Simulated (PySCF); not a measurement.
# A ladder of Hamiltonians for Dy⁵²⁺ (dysprosium, charge +52)

Occupied: 1s1/2, 2s1/2, 2p1/2, 2p3/2, 3s1/2, 3p1/2. Hartree-Fock calculated with PySCF 2.14 in an even-tempered Gaussian basis (20 s from 6.2 bohr⁻², ratio 2.3; 16 p from 7.5 bohr⁻², ratio 2.3), Gaussian nucleus throughout. NR is non-relativistic, sf-X2C the spin-free one-electron X2C Hamiltonian, X2C adds the bare one-electron spin-orbit term, X2C-SNSO screens it by Boettger's factors, DC is four-component Dirac-Coulomb, and the Gaunt and Breit terms are added at first order (total energies over the DC spinors, levels after relaxing the spinors in that mean field). QED terms are absent. Levels marked empty are virtual spinors of this ion; the basis has s and p functions only, so 3d, which can lie below the n = 4 levels, is absent.

| Hamiltonian | E (hartree) | E − E(DC) (hartree) | CPU seconds |
| --- | --- | --- | --- |
| X2C | -9365.2121 | 2.8648 | 0.45 |
| X2C-SNSO | -9364.3396 | 3.7374 | 0.45 |
| DC | -9368.0770 | 0.0000 | 20 |
| DC+Gaunt | -9357.3980 | 10.6790 | 34 |
| DC+Breit | -9358.3673 | 9.7097 | 96 |

Question: Give the 2p spin-orbit interval with each Hamiltonian that has one.

Answer: X2C 868.3; X2C-SNSO 840.1; DC 838.7; DC+Gaunt 828.6; DC+Breit 828.8 (eV).

| level (eV) | X2C | X2C-SNSO | DC | DC+Gaunt | DC+Breit |
| --- | --- | --- | --- | --- | --- |
| 1s1/2 | -57864.9 | -57866.0 | -57923.8 | -57755.2 | -57766.8 |
| 2s1/2 | -12747.6 | -12748.0 | -12755.8 | -12737.8 | -12739.2 |
| 2p1/2 | -12352.4 | -12331.8 | -12336.1 | -12305.4 | -12308.6 |
| 2p3/2 | -11484.1 | -11491.7 | -11497.4 | -11476.8 | -11479.8 |
| 3s1/2 | -5091.2 | -5091.4 | -5093.2 | -5088.8 | -5089.3 |
| 3p1/2 | -4955.7 | -4950.5 | -4951.6 | -4943.8 | -4944.8 |
| 3p3/2 (empty) | -4629.4 | -4631.4 | -4632.6 | -4627.6 | -4628.6 |
| 4s1/2 (empty) | -2651.9 | -2652.0 | -2652.7 | -2650.9 | -2651.2 |

Weight of the small component: 1s1/2 0.0608, 2s1/2 0.0139, 2p1/2 0.0138, 2p3/2 0.0128, 3s1/2 0.00532, 3p1/2 0.00525, 3p3/2 0.00494, 4s1/2 0.00267.

Koopmans' value for the highest occupied level at DC+Breit: 4944.8 eV, against an ionisation energy of 4945 ± 4 eV (theoretical estimate listed by NIST; NIST Atomic Spectra Database, ionization energies); the former lacks relaxation, correlation, QED and recoil.

The whole ladder took 160 s of wall time on 1 thread of Neoverse-V1 (shared host), launched as `OMP_NUM_THREADS=1 python relrun2.py TASK.json OUT` (a driver that calls PySCF for each Hamiltonian).
